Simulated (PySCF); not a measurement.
## Dipole response of Fe (iron, neutral)

[Ar] 3d8, high-spin 3F determinant (an excited configuration). Computed with PySCF 2.14 in aug-cc-pVTZ-DK (8s7p5d3f2g, 93 functions), with scalar relativity by spin-free X2C-1e. Coupled (time-dependent) response in atomic units; α is the mean over directions.

```tsv
method	mean α (bohr³)	C₆ (like pair)	S(−4)
wB97X	38.09	133.1	6534
```

S(−4) is the Cauchy moment in α(ω) = α(0) + S(−4) ω² + …

α(iu) at wB97X:

```
u (hartree)  α(iu) (bohr³)
          0          38.09
     0.0500          27.85
      0.100          17.85
      0.200          10.39
      0.300          7.988
      0.500          5.979
      0.750          4.571
       1.00          3.576
       1.50          2.314
       2.00          1.611
       3.00         0.9168
       5.00         0.4222
```

A single London oscillator, α(iu) = α/(1 + u²/ω²), gives C₆ = (3/4) ω α². Matching the computed C₆ needs ω = 4 × 133.1 / (3 × 38.09²) = 0.122 hartree.
